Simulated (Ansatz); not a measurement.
CH$_{5}$FNSV, SMILES `[CH3][V]([NH2])([F])=[S]`, relaxed with RKS PBE-D4/def2-SVP in Ansatz from a rough embedded geometry. The force threshold is 0.03 eV/Å; the program also tests the step.

Charge 0, multiplicity 1.

Start:

```xyz
10

C    -0.740    0.519    1.185
V    -0.218   -0.674   -0.488
N     1.530    0.027   -1.220
F     0.051   -2.531    0.028
S    -1.615   -0.595   -1.898
H    -0.938    1.579    0.834
H    -0.006    0.467    1.946
H    -1.750    0.130    1.547
H     1.424    1.079   -1.470
H     2.261   -0.003   -0.465
```

Question: By how much does the energy fall, and how many steps does the optimiser take? (Best estimate.)

Answer: Ansatz gave: 1.40 eV, in 9 steps, 1 of them rejected.

Question: Which bonds change most? (Estimate.)

Answer: Ansatz gave: V2–F4 from 1.946 to 1.732 Å; V2–N3 from 2.020 to 1.810 Å; C1–V2 from 2.120 to 2.020 Å; N3–H9 from 1.086 to 1.024 Å.

Question: Give the relaxed structure. (Estimate.)

Answer: The calculation gave: 
```xyz
10

C    -0.791    0.447    1.139
V    -0.146   -0.646   -0.433
N     1.364    0.191   -0.976
F     0.076   -2.270    0.127
S    -1.554   -0.372   -1.856
H    -0.969    1.505    0.871
H    -0.003    0.374    1.920
H    -1.733   -0.017    1.500
H     1.506    0.768   -1.811
H     2.250    0.021   -0.482
```
